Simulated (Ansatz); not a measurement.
Geometry optimisation, RKS B3LYP-D4/def2-SVP in Ansatz 0.2.0.

Input file:

```yaml
crystal:
  periodic: [false, false, false]
  atoms:
    - { symbol: C, position_ang: [0.1844, 1.1569, 0.1785] }
    - { symbol: O, position_ang: [-0.0198, 0.3724, -0.9586] }
    - { symbol: Al, position_ang: [-0.084, -1.3987, -0.437] }
    - { symbol: Cl, position_ang: [1.65128, -2.60821, -0.3593] }
    - { symbol: H, position_ang: [0.1565, 2.2507, -0.1901] }
    - { symbol: H, position_ang: [-0.7222, 1.1078, 0.866] }
    - { symbol: H, position_ang: [1.1261, 1.0044, 0.6913] }
    - { symbol: H, position_ang: [-1.56922, -2.04566, -0.11986] }
basis:
  gaussian: { orbitals: def2-SVP }
hamiltonian:
  xc: b3lyp
  dispersion: d4
relax:
  f_tol: 0.015
  max_steps: 40
```

Command:

```bash
$ ansatz run input.yaml --threads 1 --pin off --max-ram 2048MiB --backend cpu --events-out ev --progress --plain --runs-dir out
```

Task: Where does it end, and by what steps?

Result: The forces met the threshold. The force dipped under the threshold on the way, but the program's further checks kept it going. After 26 steps the energy has fallen by 0.744 eV; O2 moved furthest, 1.04 Å.

```
step  energy less start (eV)  largest force component (eV/Å)  accepted
   0                  0.0000                           3.293       yes
   1                 -0.3469                           1.594       yes
   2                 -0.4640                           0.668       yes
   3                 -0.5270                           0.551       yes
   4                 -0.5985                           0.432       yes
   5                 -0.6475                           0.199       yes
   6                 -0.6740                           0.072       yes
   7                 -0.6892                           0.126       yes
   8                 -0.6847                           0.444        no
   9                 -0.7018                           0.130       yes
  10                 -0.7067                           0.194       yes
  11                 -0.7166                           0.115       yes
  12                 -0.7217                           0.102       yes
  13                 -0.7262                           0.196       yes
  14                 -0.7295                           0.169       yes
  15                 -0.7388                           0.081       yes
  16                 -0.7292                           0.375        no
  17                 -0.7398                           0.144       yes
  18                 -0.7419                           0.012       yes
  19                 -0.7358                           0.338        no
  20                 -0.7426                           0.033       yes
  21                 -0.7410                           0.126        no
  22                 -0.7430                           0.041       yes
  23                 -0.7432                           0.040       yes
  24                 -0.7434                           0.035       yes
  25                 -0.7436                           0.020       yes
  26                 -0.7436                           0.010       yes
```

```xyz
8
Properties=species:S:1:pos:R:3
C 0.180 1.257 0.242
O -0.527 0.096 -0.094
Al -0.264 -1.541 -0.408
Cl 1.704 -2.295 -0.322
H 0.035 2.033 -0.531
H -0.190 1.668 1.199
H 1.266 1.077 0.345
H -1.482 -2.454 -0.759
```

The run took 97 s on 1 CPU thread of a shared host.
